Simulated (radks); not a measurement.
Ionisation of neutral samarium, [Xe] 4f6 6s2, to [Xe] 4f6 6s1 as the strength of local exchange is varied. Method: scalar-relativistic Kohn-Sham, Slater X-alpha exchange (alpha = 2/3 is LDA exchange), no correlation, spin-polarised, spherical densities, point nucleus; open shells are filled with parallel spins first (spin-orbit coupling, left out, can overturn this in heavy ions); computed with a radial shooting solver on a logarithmic mesh with Libxc functionals.

alpha,E(Sm) (hartree),exchange (hartree),IE (eV),-e of the level emptied (eV),<r> of it (bohr)
0.567,-10380.8553,-188.2520,4.344,2.361 (6s),4.656
0.667,-10414.2321,-222.2249,4.709,2.742 (6s),4.528
0.681,-10418.9141,-226.9986,4.763,2.799 (6s),4.509
0.923,-10500.1993,-310.1958,5.764,3.867 (6s),4.205
1.004,-10527.5544,-338.3289,6.126,4.258 (6s),4.112
1.038,-10539.0587,-350.1804,6.281,4.427 (6s),4.074

NIST Atomic Spectra Database: 5.644 eV (measured). The Delta-SCF value meets it near alpha = 0.89. Open shells are spherical and high-spin; term and fine-structure splittings are not resolved. Spin-orbit splitting is averaged out at the scalar-relativistic level.
